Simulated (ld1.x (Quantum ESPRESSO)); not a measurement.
PBE TM dataset for neon (Ne), scalar-relativistic all-electron reference.

The input file (ld1.x (Quantum ESPRESSO) 7.5):

```
&input
   title='Ne', zed=10., rel=1, dft='PBE', iswitch=3,
   config='[He] 2s2 2p6',
   nld=2, rlderiv=1.30, eminld=-5.0, emaxld=5.0, deld=0.02
 /
 &inputp
   pseudotype=2, tm=.true., lloc=0,
   nlcc=.false.,
   file_pseudopw='Ne.UPF', file_wfcaegen='ae.wfc', file_wfcncgen='nc.wfc', file_beta='beta', file_chi='chi'
 /
2
2P  2  1   6.00   0.00  1.20  1.20  0.0
2S  1  0   2.00   0.00  0.65  0.65  0.0
 &test
   configts(1)='2s2 2p6'
 /
```

Command:

```bash
ld1.x < Ne.in > Ne.out
```

Resulting log (shortened: banner, matrices, multipoles, cross overlaps and the repeated all-electron block are left out):

```
Program LD1 v.7.5
     --------------------------- All-electron run ----------------------------

     Ne
     scalar relativistic calculation

     atomic number is 10.00
     dft =PBE   lsd =0 sic =0 latt =0  beta=0.20 tr2=1.0E-14
     Exchange-correlation= PBE
                           (   1   4   3   4   0   0   0)
     mesh =1113 r(mesh) =  99.22747 a.u. xmin = -7.00 dx = 0.01250
     1 Ry =  13.60569312 eV, c = 137.03599908

     n l     nl                  e(Ry)          e(Ha)          e(eV)
     1 0     1S 1( 2.00)       -61.0630       -30.5315      -830.8043
     2 0     2S 1( 2.00)        -2.6757        -1.3379       -36.4051
     2 1     2P 1( 6.00)        -0.9800        -0.4900       -13.3342

     final scf error:  3.4E-15 reached in  30 iterations

     Etot =    -258.027612 Ry,    -129.013806 Ha,   -3510.644509 eV

     Ekin =     257.961006 Ry,     128.980503 Ha,    3509.738284 eV
     Encl =    -623.012868 Ry,    -311.506434 Ha,   -8476.521891 eV
     Eh   =     131.806734 Ry,      65.903367 Ha,    1793.321974 eV
     Exc  =     -24.782484 Ry,     -12.391242 Ha,    -337.182876 eV

     normalization and overlap integrals

     s(1S/1S) =  1.000000  <r> =   0.1579  <r2> =    0.0337  r(max) =   0.1025
     s(2S/2S) =  1.000000  <r> =   0.8970  <r2> =    0.9830  r(max) =   0.6770
     s(2P/2P) =  1.000000  <r> =   0.9815  <r2> =    1.2988  r(max) =   0.6203

     ------------------------ End of All-electron run ------------------------

     --------------------- Generating NC pseudopotential ---------------------

      Generating local pot.: lloc=0, matching radius rcloc =   0.6500

      Wfc   2P  rcut= 1.188  Using Troullier-Martins method

     ------------------- End of pseudopotential generation -------------------

     Computing logarithmic derivative in   1.30498
     Computing logarithmic derivative in   1.30498
     Computing the partial wave expansion
       no projector for channel:   0
     R is outside the sphere for l=    1 j= 0.00

     ---------------------- Testing the pseudopotential ----------------------

     Ne
     scalar relativistic calculation

     atomic number is 10.00   valence charge is  8.00
     dft =PBE   lsd =0 sic =0 latt =0  beta=0.20 tr2=1.0E-14
     mesh =1113 r(mesh) =  99.22747 xmin = -7.00 dx = 0.01250

     n l     nl             e AE (Ry)        e PS (Ry)    De AE-PS (Ry)
     1 0     2S   1( 2.00)       -2.67573       -2.67583        0.00010
     2 1     2P   1( 6.00)       -0.98004       -0.98005        0.00001

     eps = 2.6E-15  iter = 13

     Etot =    -258.027612 Ry,    -129.013806 Ha,   -3510.644509 eV
     Etotps =   -69.119144 Ry,     -34.559572 Ha,    -940.413856 eV

     Ekin =      49.551603 Ry,      24.775801 Ha,     674.183902 eV
     Encl =    -148.242814 Ry,     -74.121407 Ha,   -2016.946240 eV
     Ehrt =      61.408936 Ry,      30.704468 Ha,     835.511143 eV
     Ecxc =     -11.875804 Ry,      -5.937902 Ha,    -161.578544 eV
     Epseu=     -19.961065 Ry,      -9.980532 Ha,    -271.584118 eV

     ---------------------- End of pseudopotential test ----------------------
```

Generation and configuration tests took about 3.1 s on one core of a shared server CPU.

Transferability test of the new file with ld1.x, input:

```
&input
   title='Ne', zed=10., rel=1, dft='PBE', iswitch=2,
   config='[He] 2s2 2p6'
 /
 &test
   file_pseudo='Ne.UPF', nconf=7,
   configts(1)='2s2 2p6',
   configts(2)='2s2 2p5',
   configts(3)='2s2 2p4',
   configts(4)='2s2 2p3',
   configts(5)='2s1 2p6',
   configts(6)='2s2 2p2',
   configts(7)='2s2 2p5.5'
 /
```

```bash
ld1.x < Ne.test.in > Ne.test.out
```

Pseudopotential blocks of its output, shortened (energy terms left out):

```
     ---------------------- Testing the pseudopotential ----------------------

     n l     nl             e AE (Ry)        e PS (Ry)    De AE-PS (Ry)
     1 0     2S   1( 2.00)       -2.67573       -2.67583        0.00010
     2 1     2P   1( 6.00)       -0.98004       -0.98005        0.00001

     eps = 2.2E-15  iter = 13

     Etot =    -258.027612 Ry,    -129.013806 Ha,   -3510.644510 eV
     Etotps =   -69.119144 Ry,     -34.559572 Ha,    -940.413856 eV

     ---------------------- End of pseudopotential test ----------------------

          ---------------------- Testing the pseudopotential ----------------------

     n l     nl             e AE (Ry)        e PS (Ry)    De AE-PS (Ry)
     1 0     2S   1( 2.00)       -4.09021       -4.09365        0.00344
     2 1     2P   1( 5.00)       -2.37221       -2.37006       -0.00215

     eps = 9.5E-15  iter = 20

     Etot =    -256.375699 Ry,    -128.187850 Ha,   -3488.169091 eV
     Etotps =   -67.467714 Ry,     -33.733857 Ha,    -917.945011 eV
     dEtot_ae =       1.651913 Ry
     dEtot_ps =       1.651430 Ry,   Delta E=       0.000483 Ry

     ---------------------- End of pseudopotential test ----------------------

          ---------------------- Testing the pseudopotential ----------------------

     n l     nl             e AE (Ry)        e PS (Ry)    De AE-PS (Ry)
     1 0     2S   1( 2.00)       -5.74246       -5.74703        0.00458
     2 1     2P   1( 4.00)       -4.02943       -4.01560       -0.01383  !

     eps = 4.6E-15  iter = 26

     Etot =    -253.195543 Ry,    -126.597771 Ha,   -3444.900857 eV
     Etotps =   -64.294171 Ry,     -32.147086 Ha,    -874.766764 eV
     dEtot_ae =       4.832069 Ry
     dEtot_ps =       4.824972 Ry,   Delta E=       0.007097 Ry

     ---------------------- End of pseudopotential test ----------------------

          ---------------------- Testing the pseudopotential ----------------------

     n l     nl             e AE (Ry)        e PS (Ry)    De AE-PS (Ry)
     1 0     2S   1( 2.00)       -7.59575       -7.59331       -0.00244
     2 1     2P   1( 3.00)       -5.92024       -5.87490       -0.04534  !

     eps = 8.7E-15  iter = 21

     Etot =    -248.239490 Ry,    -124.119745 Ha,   -3377.470323 eV
     Etotps =   -59.365292 Ry,     -29.682646 Ha,    -807.705952 eV
     dEtot_ae =       9.788122 Ry
     dEtot_ps =       9.753851 Ry,   Delta E=       0.034271 Ry

     ---------------------- End of pseudopotential test ----------------------

          ---------------------- Testing the pseudopotential ----------------------

     n l     nl             e AE (Ry)        e PS (Ry)    De AE-PS (Ry)
     1 0     2S   1( 1.00)       -4.10537       -4.11221        0.00684  !
     2 1     2P   1( 6.00)       -2.38261       -2.38812        0.00551  !

     eps = 7.8E-15  iter = 18

     Etot =    -254.655281 Ry,    -127.327640 Ha,   -3464.761603 eV
     Etotps =   -65.743903 Ry,     -32.871951 Ha,    -894.491363 eV
     dEtot_ae =       3.372331 Ry
     dEtot_ps =       3.375241 Ry,   Delta E=      -0.002910 Ry

     ---------------------- End of pseudopotential test ----------------------

          ---------------------- Testing the pseudopotential ----------------------

     n l     nl             e AE (Ry)        e PS (Ry)    De AE-PS (Ry)
     1 0     2S   1( 2.00)       -9.62731       -9.60190       -0.02541  !
     2 1     2P   1( 2.00)       -8.02463       -7.91492       -0.10971  !

     eps = 6.5E-15  iter = 18

     Etot =    -241.284394 Ry,    -120.642197 Ha,   -3282.841414 eV
     Etotps =   -52.484066 Ry,     -26.242033 Ha,    -714.082092 eV
     dEtot_ae =      16.743219 Ry
     dEtot_ps =      16.635078 Ry,   Delta E=       0.108141 Ry

     ---------------------- End of pseudopotential test ----------------------

          ---------------------- Testing the pseudopotential ----------------------

     n l     nl             e AE (Ry)        e PS (Ry)    De AE-PS (Ry)
     1 0     2S   1( 2.00)       -3.34981       -3.35156        0.00175
     2 1     2P   1( 5.50)       -1.64003       -1.63963       -0.00040

     eps = 6.6E-16  iter = 18

     Etot =    -257.375837 Ry,    -128.687919 Ha,   -3501.776662 eV
     Etotps =   -68.467367 Ry,     -34.233683 Ha,    -931.545982 eV
     dEtot_ae =       0.651775 Ry
     dEtot_ps =       0.651777 Ry,   Delta E=      -0.000002 Ry

     ---------------------- End of pseudopotential test ----------------------
```
